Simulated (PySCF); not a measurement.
**Working out the ionisation energy of Se²⁺**

Se²⁺ [Ar] 3d10 4s2 4p2 (3P) → Se³⁺ [Ar] 3d10 4s2 4p1 (2P). All numbers are calculated (PySCF 2.14, the non-relativistic Hamiltonian (point nucleus), in def2-TZVPPD (7s6p5d1f, 57 functions)). Frozen: [Ne]. Energies in hartree (1 hartree = 27.21139 eV):

```csv
part,Se²⁺ (lower),Se³⁺ (upper)
UHF,-2398.746358,-2397.609010
MP2 opposite-spin,-0.163635,-0.154670
MP2 same-spin,-0.074231,-0.065785
```

Problem. What does Hartree-Fock give?

Solution. (-2397.609010) − (-2398.746358) = 1.137348 hartree = 30.949 eV.

Problem. What do MP2 and SCS-MP2 (6/5 opposite-spin, 1/3 same-spin) give?

Solution. The opposite-spin parts differ by 0.244 eV and the same-spin parts by 0.230 eV. MP2: 30.949 + (0.244) + (0.230) = 31.423 eV. SCS-MP2: 30.949 + 1.2 × (0.244) + (0.230)/3 = 31.318 eV.

A first-order spin-orbit estimate adds -0.037 eV to MP2 (valence and next inner shell), giving 31.386 eV against 31.697 ± 0.019 eV (measured; NIST Atomic Spectra Database, ionization energies).

The calculation is non-relativistic.

What remains against the reference includes basis incompleteness, the frozen core and correlation beyond second order.
